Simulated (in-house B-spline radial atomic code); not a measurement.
Spin-orbit splittings of orbital energies (j = l + 1/2 less j = l - 1/2) and ratios of mean radii (lower j over upper j) along the 44-electron series, configuration [Kr] 4d8. Computed with an all-electron radial atomic-structure program (B-spline basis): Dirac-Hartree-Fock, average of the configuration, finite nuclei.

| ion | Z | splitting of 4p (eV) | radius ratio of 4p | splitting of 4d (eV) | radius ratio of 4d | splitting of 3d (eV) | radius ratio of 3d |
| --- | --- | --- | --- | --- | --- | --- | --- |
| Rh+ | 45 | 4.1077 | 0.97381 | 0.44504 | 0.98562 | 5.0399 | 0.99082 |
| Pd2+ | 46 | 4.7387 | 0.97354 | 0.56297 | 0.98788 | 5.6772 | 0.99047 |
| Ag3+ | 47 | ? | ? | ? | ? | ? | ? |
| Cd4+ | 48 | ? | ? | ? | ? | ? | ? |
| In5+ | 49 | 7.1948 | 0.97254 | 1.0446 | 0.98986 | 7.9655 | 0.98934 |
| Sn6+ | 50 | ? | ? | ? | ? | ? | ? |
| Sb7+ | 51 | 9.3393 | 0.97154 | 1.4747 | 0.9901 | 9.8427 | 0.98853 |
| Te8+ | 52 | 10.58 | 0.97096 | 1.7263 | 0.9901 | 10.899 | 0.98811 |
| I9+ | 53 | 11.943 | 0.97032 | 2.0043 | 0.99005 | 12.04 | 0.98768 |
| Xe10+ | 54 | 13.434 | 0.96964 | 2.3104 | 0.98995 | 13.269 | 0.98724 |
| Cs11+ | 55 | 15.061 | 0.96891 | 2.6462 | 0.98982 | 14.592 | 0.98678 |
| Ba12+ | 56 | 16.833 | 0.96814 | 3.0135 | 0.98966 | 16.013 | 0.98632 |
| La13+ | 57 | 18.757 | 0.96733 | 3.4141 | 0.98948 | 17.537 | 0.98585 |
| Ce14+ | 58 | 20.843 | 0.96648 | 3.8499 | 0.98928 | 19.169 | 0.98537 |

Task: Fill in the row of Ag3+.

Result: splitting of 4p (eV): 5.4621; radius ratio of 4p: 0.97326; splitting of 4d (eV): 0.70286; radius ratio of 4d: 0.98895; splitting of 3d (eV): 6.3748; radius ratio of 3d: 0.99011.

Task: Fill in the row of Cd4+.

Result: splitting of 4p (eV): 6.2795; radius ratio of 4p: 0.97293; splitting of 4d (eV): 0.86323; radius ratio of 4d: 0.98954; splitting of 3d (eV): 7.1363; radius ratio of 3d: 0.98973.

Task: Fill in the row of Sn6+.

Result: splitting of 4p (eV): 8.2128; radius ratio of 4p: 0.97207; splitting of 4d (eV): 1.2479; radius ratio of 4d: 0.99004; splitting of 3d (eV): 8.8662; radius ratio of 3d: 0.98894.

Task: With what power of Z does the column «splitting of 4p (eV)» change over this range?

Result: A fit of the logarithm of its size against log Z from Z = 45 to 58 has slope 6.42. An unscreened hydrogenic electron would give 4 at low Z; screening makes the apparent power larger near the neutral end, and relativity raises it again at high Z.
